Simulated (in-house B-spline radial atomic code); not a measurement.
Configurations of W²⁺, with energies counted from [Xe] 4f14 (5d3/2)4. Level of theory: Dirac-Hartree-Fock, average of each configuration as written, Fermi nucleus of rms radius 5.3658 fm; calculated with a radial B-spline atomic code at the basis-set limit. Energies include first-order Breit, QED and recoil terms.

Occupations are held fixed; configurations that lie above the ionisation limit could autoionise.

| configuration | E - E(ref) (eV) | highest orbital | its <r> (bohr) |
| --- | --- | --- | --- |
| [Xe] 4f14 (5d3/2)1 (5d5/2)3 | 2.6126 | 5d5/2 | 1.885 |
| [Xe] 4f14 (5d3/2)3 (7p1/2)1 | 15.548 | 7p1/2 | 6.711 |
| [Xe] (4f5/2)6 (4f7/2)7 (5d3/2)3 (5d5/2)1 (9f5/2)1 | 54.833 | 9f5/2 | 28.99 |
| [Xe] (4f5/2)5 (4f7/2)8 (5d5/2)4 8s1 | 55.043 | 8s1/2 | 9.673 |
| [Xe] (4f5/2)5 (4f7/2)8 (5d3/2)3 (5d5/2)1 (9g7/2)1 | 57.72 | 9g7/2 | 37.1 |
| [Kr] 4d10 4f14 5s2 (5p1/2)2 (5p3/2)3 (5d5/2)4 (9d3/2)1 | 65.234 | 9d3/2 | 20.46 |

Order these further configurations by energy, lowest first.
A. [Xe] (4f5/2)5 (4f7/2)8 (5d3/2)1 (5d5/2)3 (8g9/2)1
B. [Xe] 4f14 (5d3/2)3 (5d5/2)1
C. [Xe] (4f5/2)6 (4f7/2)7 (5d3/2)4 (6d5/2)1
D. [Xe] 4f14 (5d5/2)4
E. [Kr] 4d10 4f14 5s2 (5p1/2)1 (5p3/2)4 (5d3/2)1 (5d5/2)3 (9p3/2)1

B (1.1192 eV), D (2.9831 eV), C (45.29 eV), A (59.054 eV), E (72.165 eV).

How far above the reference does [Xe] 4f14 (5d3/2)1 (5d5/2)2 (5g7/2)1 lie?

21.475 eV; its least bound orbital is 5g7/2 with <r> = 9.149 bohr.
